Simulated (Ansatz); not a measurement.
`[SiH3]C=C([SiH3])[SiH3]`, relaxed with RKS PBE-D4/def2-SVP in Ansatz from a rough embedded geometry. The force threshold is 0.03 eV/Å; the program also tests the step.

Charge 0, multiplicity 1.

Start:

```xyz
15

Si    1.857    0.527   -1.560
C     1.099    0.308    0.038
C    -0.167   -0.025    0.361
Si   -0.726   -0.228    2.232
Si   -1.639   -0.432   -0.681
H     1.788   -0.785   -2.379
H     1.152    1.557   -2.352
H     3.280    0.860   -1.438
H     1.884    0.496    0.819
H    -1.148   -1.565    2.465
H    -1.785    0.788    2.450
H     0.446    0.114    3.083
H    -2.091   -1.821   -0.480
H    -1.226   -0.332   -2.138
H    -2.724    0.539   -0.420
```

```csv
step,energy (eV),largest force (eV/Å),largest move (Å)
1,-25843.7642,2.061,0.000
2,-25844.1662,1.001,0.143
3,-25844.2328,0.845,0.165
4,-25844.2571,0.065,0.060
5,-25844.2585,0.029,0.017
```

End:

```xyz
15

Si    1.800    0.481   -1.631
C     1.074    0.286    0.113
C    -0.202   -0.055    0.455
Si   -0.668   -0.186    2.286
Si   -1.568   -0.412   -0.804
H     1.717   -0.806   -2.408
H     1.082    1.553   -2.406
H     3.246    0.871   -1.496
H     1.797    0.480    0.936
H    -1.154   -1.574    2.611
H    -1.786    0.769    2.614
H     0.535    0.138    3.131
H    -2.085   -1.812   -0.601
H    -1.072   -0.270   -2.217
H    -2.716    0.538   -0.586
```

Run time 13 s (2 threads of an AMD EPYC 7R13 on a shared host); peak host memory 0.24 GiB.
